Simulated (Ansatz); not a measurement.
System: sum formula SiN3H6 (charge -1, singlet). It need not be the lowest isomer of its formula. Whether it binds its extra electron was not tested at this geometry. 
Coordinates optimised at B3LYP-D3(BJ)/def2-TZVP (Ansatz, an electronic-structure program):
```
Si
N 1 1.8168
H 2 1.0141 1 111.86
H 2 1.0211 3 107.48 1 123.58
N 1 1.8245 2 103.86 3 78.28
H 5 1.0129 1 113.37 2 -160.18
H 5 1.0207 6 108.41 1 126.58
N 1 1.8544 2 91.82 3 175.65
H 8 1.0157 1 110.94 2 175.52
H 8 1.0167 9 106.13 1 119.48
```
Charge -1, spin multiplicity 1.

Total electronic energies in hartree. Correlated levels leave the core frozen unless marked. No spin-orbit coupling. Non-relativistic. CBS marks a two-point X^-3 extrapolation of the correlation energy; Hartree-Fock from the larger set.

| level | program | energy (Eh) |
|---|---|---|
| HF/STO-3G | Ansatz | -450.15894 |
| RI-HF/aug-cc-pV(Q+d)Z | Ansatz | -455.91358 |
| revPBE-D3(BJ)/def2-TZVPD | Ansatz + dftd3 | -457.42115 |
| r2SCAN/def2-TZVPD | Ansatz | -457.39352 |
| PBE0/STO-3G | Ansatz | -451.36592 |
| CAM-B3LYP-D3(BJ)/def2-TZVPD | Ansatz + dftd3 | -457.45565 |
| CAM-B3LYP-D4/def2-TZVPD | Ansatz + dftd4 | -457.45680 |
| LC-wPBE/def2-TZVPD | Ansatz | -457.31867 |
| PBE-QIDH/def2-TZVPD | Ansatz | -457.08520 |
| RI-MP2/aug-cc-pV(T+d)Z | Ansatz | -456.71449 |
| RI-MP2/aug-cc-pV(Q+d)Z | Ansatz | -456.77360 |
| SCS-MP2/cc-pVTZ | Ansatz | -456.66590 |
| CCSD/cc-pV(T+d)Z | Ansatz | -456.70580 |
| CCSD(T)/6-31G* | Ansatz | -456.39785 |
| CCSD(T)/CBS(aug-cc-pV(T+d)Z,aug-cc-pV(Q+d)Z) | Ansatz | -456.8590 |

Totals of different functionals don't rank their quality; only differences between species are comparable.
